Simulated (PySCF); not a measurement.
A series of related molecules.

All values: wB97X-D/def2-SVPD (PySCF) at PBE0-D3(BJ)/def2-SVP geometries, gas phase, one conformer each. Core orbitals are frozen in the response; Δα² is half the sum of the squared differences of the principal polarisabilities. The calculation is non-relativistic, for bromine too. Dipoles and anisotropies that the point group forbids are given as zero.

Question: Rank by HOMO–LUMO gap, highest first.
A. `[CH3][Al]([CH3])[CH3]`
B. `[F][Al]([F])[F]`
C. `[Br][Al]([Br])[Br]`
D. `[Cl][Al]([Cl])[Cl]`

Answer: B (13.88 eV), D (11.40 eV), A (10.75 eV), C (10.39 eV).

Question: Rank by polarisability anisotropy Δα, lowest first.
A. `[H][Al]([H])[H]`
B. `[Al]([CH3])([CH3])[CH3]`
C. `[F][Al]([F])[F]`
D. `[Cl][Al]([Cl])[Cl]`
E. `[Br][Al]([Br])[Br]`

Answer: C (0.31 Å³), A (0.92 Å³), B (2.27 Å³), D (2.67 Å³), E (4.28 Å³).

Question: Rank by mean static polarisability, lowest first.
A. `[Br][Al]([Br])[Br]`
B. `[AlH3]`
C. `[Cl][Al]([Cl])[Cl]`
D. `[F][Al]([F])[F]`
E. `[CH3][Al]([CH3])[CH3]`

Answer: D (3.00 Å³), B (4.83 Å³), C (9.15 Å³), E (9.62 Å³), A (12.85 Å³).

All values together:

| SMILES | change | formula | μ (D) | HOMO (eV) | LUMO (eV) | α (Å³) | Δα (Å³) | electrons | α per electron (Å³) | ΔSCF removal energy (eV) |
| --- | --- | --- | --- | --- | --- | --- | --- | --- | --- | --- |
| [CH3][Al]([CH3])[CH3] | parent | C3H9Al | 0.00 | -9.46 | 1.29 | 9.62 | 2.27 | 40 | 0.240 | – |
| [Cl][Al]([Cl])[Cl] | ligand (all three): Me to Cl | AlCl3 | 0.00 | -11.36 | 0.04 | 9.15 | 2.67 | 64 | 0.143 | – |
| [H][Al]([H])[H] | ligand (all three): Me to H | AlH3 | 0.00 | -10.49 | -0.03 | 4.83 | 0.92 | 16 | 0.302 | 11.31 |
| [F][Al]([F])[F] | ligand (all three): Me to F | AlF3 | 0.00 | -13.90 | -0.02 | 3.00 | 0.31 | 40 | 0.075 | – |
| [Br][Al]([Br])[Br] | ligand (all three): Me to Br | AlBr3 | 0.00 | -10.51 | -0.13 | 12.85 | 4.28 | 118 | 0.109 | – |

A dash marks a removal energy that wasn't run or isn't settled.

Q: Give the shifts from the parent, `[CH3][Al]([CH3])[CH3]`.

A: 
```
            SMILES  change in μ (D)  change in HOMO (eV)  change in LUMO (eV)  change in mean α (Å³)
[Cl][Al]([Cl])[Cl]             0.00                -1.90                -1.25                  -0.47
   [H][Al]([H])[H]             0.00                -1.03                -1.32                  -4.79
   [F][Al]([F])[F]             0.00                -4.44                -1.31                  -6.62
[Br][Al]([Br])[Br]             0.00                -1.05                -1.42                  +3.23
```
